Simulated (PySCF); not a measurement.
C2BrClF2, SMILES F/C(Cl)=C(\F)Br.

Geometry optimised at TPSSh-D3(BJ)/def2-SVP.

Calculation: TDDFT-M06-2X/def2-SVPD (PySCF).

Vertical excitations.  State labels are in the subgroup Cs.

Q: Give excitation energies, oscillator strengths and character. (Estimate from the structure and the level; the computed values follow.)

A: 
```csv
state,symmetry,energy (eV),λ (nm),f,main pairs
S1,A",5.09,243,0.000,HOMO→LUMO 84 %
S2,A",6.35,195,0.000,"HOMO→LUMO+3 34 %, HOMO→LUMO+2 27 %, HOMO→LUMO+4 11 %, HOMO−2→LUMO 7 %"
S3,A',6.65,186,0.238,"HOMO→LUMO+1 61 %, HOMO−1→LUMO 33 %"
S4,A",6.69,185,0.002,"HOMO→LUMO+3 44 %, HOMO→LUMO+2 42 %"
S5,A',6.73,184,0.165,"HOMO−1→LUMO 53 %, HOMO→LUMO+1 37 %"
S6,A",7.51,165,0.000,"HOMO−1→LUMO+1 63 %, HOMO−2→LUMO 25 %"
S7,A",7.54,164,0.001,"HOMO−2→LUMO 43 %, HOMO−1→LUMO+1 36 %"
S8,A",7.78,159,0.039,"HOMO→LUMO+4 47 %, HOMO→LUMO+8 18 %, HOMO→LUMO+3 7 %"
S9,A",8.05,154,0.002,"HOMO→LUMO+8 29 %, HOMO→LUMO+4 23 %, HOMO→LUMO+7 23 %, HOMO→LUMO+2 7 %"
S10,A",8.09,153,0.005,HOMO→LUMO+5 74 %
T1,A',4.20,295,0,HOMO→LUMO+1 92 %
T2,A",4.77,260,0,HOMO→LUMO 83 %
T3,A",5.91,210,0,"HOMO→LUMO+2 35 %, HOMO→LUMO+3 20 %, HOMO→LUMO+4 11 %, HOMO→LUMO+10 9 %"
T4,A',6.06,205,0,"HOMO−1→LUMO 80 %, HOMO−1→LUMO+4 12 %"
```
Triplets are in the Tamm–Dancoff approximation, which puts them higher than full response would, so one can lie above its singlet here.
